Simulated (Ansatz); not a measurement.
Steps of a relaxation of CH2FNOSeSi, SMILES `F[SiH]1NC(=[Se])O1` with RKS PBE-D4/def2-SVP.

```sh
$ ansatz run in.yaml --threads 4 --pin off --events-out ev --progress --plain --max-ram 10444MiB
```

```yaml
crystal:
  periodic: [false, false, false]
  atoms:
    - {symbol: F, position_ang: [-1.510800, 0.016200, 1.833700]}
    - {symbol: Si, position_ang: [-0.109400, -0.318700, 1.053600]}
    - {symbol: N, position_ang: [0.234600, 0.814800, -0.158800]}
    - {symbol: C, position_ang: [0.078000, -0.213300, -1.173000]}
    - {symbol: Se, position_ang: [0.074500, -0.222800, -3.089000]}
    - {symbol: O, position_ang: [-0.338500, -1.287100, -0.254300]}
    - {symbol: H, position_ang: [1.071500, -0.679600, 1.898200]}
    - {symbol: H, position_ang: [0.592300, 1.833500, -0.166300]}
basis:
  gaussian: {orbitals: def2-SVP}
hamiltonian: {xc: pbe, dispersion: d4}
relax: {f_tol: 0.03, max_steps: 200}
```

Positions (Å) and forces (eV/Å) along the path, 9 of 9 steps:

```xyz
8
step=1 energy=-80515.0118 eV
F    -1.511    0.016    1.834    0.705   -0.305    0.145
Si   -0.109   -0.319    1.054   -0.315    0.319    2.065
N     0.235    0.815   -0.159    1.101    1.901   -2.028
C     0.078   -0.213   -1.173   -0.838    0.768   -0.026
Se    0.074   -0.223   -3.089    0.197   -0.047    3.423
O    -0.339   -1.287   -0.254    0.319   -0.543   -3.076
H     1.071   -0.680    1.898   -0.505   -0.026    0.325
H     0.592    1.833   -0.166   -0.663   -2.067   -0.828
8
step=2 energy=-80515.6895 eV
F    -1.473   -0.035    1.863    0.408   -0.117    0.013
Si   -0.091   -0.313    1.040   -0.110    0.083    1.434
N     0.247    0.839   -0.195    0.047    0.509   -0.682
C    -0.024   -0.158   -1.163    0.751   -0.146    0.267
Se    0.114   -0.199   -2.960   -0.212    0.084    1.029
O    -0.304   -1.289   -0.300   -0.229    0.380   -1.661
H     1.014   -0.709    1.958   -0.249    0.040    0.098
H     0.609    1.808   -0.298   -0.406   -0.834   -0.497
8
step=3 energy=-80515.8185 eV
F    -1.428   -0.045    1.906    0.167   -0.013   -0.050
Si   -0.076   -0.315    1.042   -0.367    0.032    0.625
N     0.245    0.847   -0.221    0.137   -0.418    0.447
C     0.054   -0.159   -1.156   -0.664   -0.304    1.023
Se    0.112   -0.161   -2.892    0.186    0.002   -1.225
O    -0.338   -1.270   -0.343    0.459    0.487   -0.429
H     0.966   -0.747    2.011   -0.003    0.042   -0.092
H     0.558    1.793   -0.404    0.084    0.172   -0.300
8
step=4 energy=-80515.8639 eV
F    -1.434   -0.049    1.915    0.139   -0.024   -0.047
Si   -0.082   -0.316    1.053   -0.208    0.037    0.368
N     0.249    0.840   -0.214    0.039   -0.114    0.229
C     0.025   -0.154   -1.157   -0.152   -0.363    0.529
Se    0.122   -0.158   -2.915    0.040    0.034   -0.400
O    -0.324   -1.268   -0.343    0.153    0.364   -0.413
H     0.969   -0.739    2.013   -0.010    0.013   -0.043
H     0.568    1.786   -0.408    0.000    0.053   -0.223
8
step=5 energy=-80515.8720 eV
F    -1.402   -0.033    1.977    0.022   -0.040   -0.020
Si   -0.093   -0.320    1.065   -0.111    0.191    0.041
N     0.248    0.836   -0.202   -0.124   -0.183   -0.088
C     0.010   -0.160   -1.146    0.091    0.046    0.076
Se    0.225   -0.156   -2.911   -0.101    0.005    0.038
O    -0.389   -1.242   -0.357    0.126   -0.038   -0.034
H     0.988   -0.769    1.976   -0.019   -0.046   -0.028
H     0.504    1.787   -0.457    0.115    0.065    0.015
8
step=6 energy=-80515.8202 eV rejected
F    -1.478   -0.092    1.904    0.006    0.128   -0.150
Si   -0.099   -0.278    1.071    0.490   -0.679    0.134
N     0.279    0.837   -0.217   -0.044    0.635    0.279
C     0.010   -0.151   -1.143    0.470   -0.655   -0.275
Se    0.029   -0.123   -2.922   -0.030    0.050    0.076
O    -0.210   -1.277   -0.340   -0.548    0.416    0.017
H     0.927   -0.738    2.052   -0.092    0.188   -0.075
H     0.635    1.765   -0.460   -0.251   -0.085   -0.006
8
step=7 energy=-80515.8836 eV
F    -1.428   -0.044    1.945   -0.004   -0.013   -0.003
Si   -0.093   -0.311    1.069    0.035    0.026   -0.024
N     0.251    0.837   -0.206   -0.011   -0.029    0.039
C     0.022   -0.165   -1.144    0.024    0.029   -0.017
Se    0.154   -0.141   -2.915   -0.014   -0.006   -0.005
O    -0.332   -1.256   -0.351   -0.005    0.008    0.017
H     0.972   -0.759    2.000   -0.022    0.003    0.001
H     0.546    1.781   -0.453   -0.002   -0.019   -0.008
8
step=8 energy=-80515.8839 eV
F    -1.432   -0.049    1.939    0.014   -0.002   -0.013
Si   -0.090   -0.309    1.069   -0.008   -0.015    0.006
N     0.255    0.836   -0.205    0.016    0.021   -0.020
C     0.024   -0.163   -1.144   -0.013   -0.022    0.037
Se    0.142   -0.139   -2.916    0.001    0.001   -0.014
O    -0.326   -1.256   -0.350    0.000    0.011   -0.009
H     0.968   -0.755    2.007   -0.004    0.004    0.004
H     0.552    1.778   -0.455   -0.006    0.002    0.008
8
step=9 energy=-80515.8840 eV
F    -1.432   -0.049    1.937   -0.001    0.000   -0.006
Si   -0.090   -0.310    1.068    0.002   -0.003   -0.002
N     0.257    0.836   -0.205    0.003   -0.008    0.010
C     0.024   -0.164   -1.144   -0.002   -0.002   -0.006
Se    0.140   -0.139   -2.917   -0.001    0.000   -0.002
O    -0.325   -1.257   -0.351    0.000    0.009    0.007
H     0.966   -0.755    2.009    0.001    0.000    0.002
H     0.551    1.779   -0.454   -0.003    0.002   -0.002
```

Hardware: 4 threads of an Arm Neoverse V2 on a shared host. Wall time 14 s, peak host memory 0.22 GiB.
